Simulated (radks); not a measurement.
Question: The gold ion Au11+ is in [Xe] 4f14. Calculated with a radial shooting solver on a logarithmic mesh with Libxc functionals: scalar-relativistic Kohn-Sham, BLYP, spin-polarised, spherical densities, finite nucleus; Fermi nuclear charge, rms radius of each element as measured or else 0.836 A^(1/3) + 0.57 fm. Open shells are filled with parallel spins first. One electron is removed from 5p, 4f, 4d, 5s in turn, with full relaxation. Which removal costs least, and what does each cost?

Answer: 5p 252.48 eV; 4f 294.35 eV; 5s 306.88 eV; 4d 540.02 eV. The 5p electron leaves first.
